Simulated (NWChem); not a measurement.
System: C₂H₅S, doublet; SMILES S[CH]C

Input file for NWChem:

```
start job
memory heap 200 mb stack 900 mb global 1100 mb
geometry units angstroms noautoz
  C      0.257159     1.674361    -0.036695
  C     -0.587801     0.449655     0.090138
  S      0.053735    -1.171275    -0.075238
  H      0.584518     1.858863    -1.074340
  H     -0.299512     2.558846     0.293347
  H      1.167054     1.604946     0.575424
  H     -1.657099     0.498941    -0.089891
  H      1.298752    -0.921579     0.390909
end
basis spherical
  * library 6-31+g*
end
dft
  odft
  mult 2
  xc hfexch
  iterations 150
  mulliken
end
task dft gradient
```

Parts of the log:

```
             Northwest Computational Chemistry Package (NWChem) 7.3.0
             --------------------------------------------------------

 C1  symmetry detected

                             Geometry "geometry" -> ""
                             -------------------------

 Output coordinates in angstroms (scale by  1.889725989 to convert to a.u.)

  No.       Tag          Charge          X              Y              Z
 ---- ---------------- ---------- -------------- -------------- --------------
    1 C                    6.0000     0.25870877     1.68594951    -0.03544461
    2 C                    6.0000    -0.59007405     0.46345155     0.08709214
    3 S                   16.0000     0.05599843    -1.15998993    -0.02849264
    4 H                    1.0000     0.61852741     1.85163275    -1.06548911
    5 H                    1.0000    -0.30786560     2.57609944     0.26078273
    6 H                    1.0000     1.14891979     1.62802931     0.60610556
    7 H                    1.0000    -1.65318144     0.50906136    -0.12729113
    8 H                    1.0000     1.28581669    -0.90139036     0.47188897

 Effective nuclear repulsion energy (a.u.)      99.0380828797

  xc_inp: hfexch multiplicative factor not found.

                                 NWChem DFT Module
                                 -----------------

 Summary of "ao basis" -> "ao basis" (spherical)
 ------------------------------------------------------------------------------
       Tag                 Description            Shells   Functions and Types
 ---------------- ------------------------------  ------  ---------------------
 C                          6-31+g*                  8       18   4s3p1d
 S                          6-31+g*                 10       22   5s4p1d
 H                          6-31+g*                  2        2   2s

            General Information
            -------------------
          SCF calculation type: DFT
          Wavefunction type:  spin polarized.
          No. of atoms     :     8
          No. of electrons :    33
           Alpha electrons :    17
            Beta electrons :    16
          Charge           :     0
          Spin multiplicity:     2
          Use of symmetry is: off; symmetry adaption is: off
          Maximum number of iterations: 150
          AO basis - number of functions:    68
                     number of shells:    36
          Convergence on energy requested:  1.00D-06
          Convergence on density requested:  1.00D-05
          Convergence on gradient requested:  5.00D-04

              XC Information
              --------------
                     Hartree-Fock (Exact) Exchange  1.000

      Superposition of Atomic Density Guess
      -------------------------------------

 Sum of atomic energies:        -475.27439656

      Non-variational initial energy
      ------------------------------

 Total energy =    -476.748925
 1-e energy   =    -848.985335
 2-e energy   =     273.198328
 HOMO         =      -0.102067
 LUMO         =       0.049248

     ---------------------------------------------
      Total Density - Mulliken Population Analysis
     ---------------------------------------------

    Atom       Charge   Shell Charges
 -----------   ------   -------------------------------------------------------
    1 C    6     6.99   2.00  0.72  2.05  0.70  1.20  0.25  0.04  0.04
    2 C    6     6.22   2.00  0.72  1.79  0.65  1.15 -0.15  0.03  0.03
    3 S   16    16.11   2.00  2.00  5.98  1.32  2.98  0.52  1.21  0.00  0.05  0.05
    4 H    1     0.72   0.46  0.26
    5 H    1     0.72   0.47  0.26
    6 H    1     0.73   0.47  0.26
    7 H    1     0.74   0.47  0.27
    8 H    1     0.76   0.40  0.36

     --------------------------------------------
      Spin Density - Mulliken Population Analysis
     --------------------------------------------

    Atom       Charge   Shell Charges
 -----------   ------   -------------------------------------------------------
    1 C    6     0.02   0.00  0.00  0.01 -0.00  0.00  0.00 -0.00  0.01
    2 C    6     0.71   0.00  0.01  0.36  0.01  0.29  0.00  0.04  0.00
    3 S   16     0.20   0.00 -0.00  0.00  0.00  0.11  0.00  0.06 -0.00  0.01  0.01
    4 H    1     0.05   0.03  0.03
    5 H    1     0.00   0.00  0.00
    6 H    1     0.01   0.01  0.01
    7 H    1     0.00   0.00  0.00
    8 H    1     0.01   0.00  0.00

   convergence    iter        energy       DeltaE   RMS-Dens  Diis-err
 ---------------- ----- ----------------- --------- --------- ---------
 d= 0,ls=0.0,diis     1   -476.0605720162 -5.75D+02  5.61D-03  4.44D-02
                                                     4.16D-03  4.93D-02
 d= 0,ls=0.0,diis     2   -476.1032705805 -4.27D-02  3.37D-03  3.51D-03
                                                     2.86D-03  5.88D-03
 d= 0,ls=0.0,diis     3   -476.1096262330 -6.36D-03  1.04D-03  7.79D-04
                                                     7.11D-04  6.73D-04
 d= 0,ls=0.0,diis     4   -476.1109238696 -1.30D-03  5.40D-04  1.04D-04
                                                     4.68D-04  2.33D-04
 d= 0,ls=0.0,diis     5   -476.1113432575 -4.19D-04  2.72D-04  4.64D-05
                                                     2.46D-04  2.85D-05
  Resetting Diis
 d= 0,ls=0.0,diis     6   -476.1114361951 -9.29D-05  1.54D-04  4.61D-06
                                                     1.74D-04  7.72D-06
 d= 0,ls=0.0,diis     7   -476.1114515340 -1.53D-05  3.22D-05  1.01D-06
                                                     2.37D-05  8.00D-07
 d= 0,ls=0.0,diis     8   -476.1114529979 -1.46D-06  3.83D-05  3.42D-07
                                                     3.29D-05  4.69D-07
 d= 0,ls=0.0,diis     9   -476.1114540544 -1.06D-06  2.24D-05  1.46D-07
                                                     1.68D-05  5.68D-08
 d= 0,ls=0.0,diis    10   -476.1114543005 -2.46D-07  8.80D-06  1.11D-08
                                                     5.75D-06  1.12D-08

         Total DFT energy =     -476.111454300484
      One electron energy =     -851.331883112709
           Coulomb energy =      313.359728386279
    Exchange-Corr. energy =      -37.177382453752
 Nuclear repulsion energy =       99.038082879699

 Numeric. integr. density =        0.000000000000

                    DFT Final Alpha Molecular Orbital Analysis
                    ------------------------------------------

 Vector   15  Occ=1.000000D+00  E=-4.793592D-01
              MO Center=  2.0D-02, -2.9D-01, -9.7D-02, r^2= 3.1D+00
   Bfn.  Coefficient  Atom+Function         Bfn.  Coefficient  Atom+Function
  ----- ------------  ---------------      ----- ------------  ---------------
    44      0.364906  3 S  py                45      0.321448  3 S  pz
    46     -0.238900  3 S  s                 22     -0.221313  2 C  py
    42     -0.184667  3 S  s                  4      0.180793  1 C  py
    23      0.179013  2 C  pz                40     -0.140958  3 S  py
    27      0.136541  2 C  pz                68      0.131666  8 H  s

 Vector   16  Occ=1.000000D+00  E=-4.375447D-01
              MO Center= -1.3D-01, -2.9D-01,  8.8D-02, r^2= 2.9D+00
   Bfn.  Coefficient  Atom+Function         Bfn.  Coefficient  Atom+Function
  ----- ------------  ---------------      ----- ------------  ---------------
    44     -0.330589  3 S  py                45      0.309986  3 S  pz
    23      0.303800  2 C  pz                27      0.237716  2 C  pz
    43     -0.230281  3 S  px                10     -0.179290  1 C  s
    49      0.164520  3 S  pz                28      0.163630  2 C  s
    46      0.140119  3 S  s                 48     -0.137908  3 S  py

 Vector   17  Occ=1.000000D+00  E=-3.062347D-01
              MO Center= -1.5D-01, -3.3D-01,  5.6D-03, r^2= 2.7D+00
   Bfn.  Coefficient  Atom+Function         Bfn.  Coefficient  Atom+Function
  ----- ------------  ---------------      ----- ------------  ---------------
    45      0.487506  3 S  pz                23     -0.436797  2 C  pz
    27     -0.413576  2 C  pz                49      0.352045  3 S  pz
    41     -0.178253  3 S  pz                43     -0.175287  3 S  px
    31     -0.159340  2 C  pz                47     -0.142568  3 S  px
    60     -0.133938  4 H  s                 10     -0.105901  1 C  s

 Vector   18  Occ=0.000000D+00  E= 7.654178D-02
              MO Center=  1.8D-01,  1.1D+00,  1.7D-01, r^2= 1.2D+01
   Bfn.  Coefficient  Atom+Function         Bfn.  Coefficient  Atom+Function
  ----- ------------  ---------------      ----- ------------  ---------------
    50      5.673017  3 S  s                 28     -2.997986  2 C  s
    30      2.419960  2 C  py                52      1.650099  3 S  py
    10     -1.147842  1 C  s                 29     -1.077101  2 C  px
    11      0.882668  1 C  px                12      0.499416  1 C  py
    51     -0.427467  3 S  px                46     -0.374071  3 S  s

[...]

                         DFT ENERGY GRADIENTS

    atom               coordinates                        gradient
                 x          y          z           x          y          z
   1 C       0.488889   3.185983  -0.066981   -0.007774  -0.010398   0.001881
   2 C      -1.115078   0.875796   0.164580    0.010433   0.000764   0.000453
   3 S       0.105822  -2.192063  -0.053843   -0.014539  -0.002082  -0.004773
   4 H       1.168847   3.499079  -2.013482    0.003733   0.002578  -0.007798
   5 H      -0.581782   4.868122   0.492808   -0.003778   0.006497   0.001865
   6 H       2.171144   3.076529   1.145373    0.007234  -0.000090   0.004347
   7 H      -3.124060   0.961986  -0.240545   -0.007774  -0.000888  -0.001077
   8 H       2.429841  -1.703381   0.891741    0.012467   0.003619   0.005104
```

Level: UHF/6-31+G* (spherical d). Structure relaxed at the B3LYP/6-31G* (spherical d), spin-unrestricted level. No stability test was run on the SCF state.
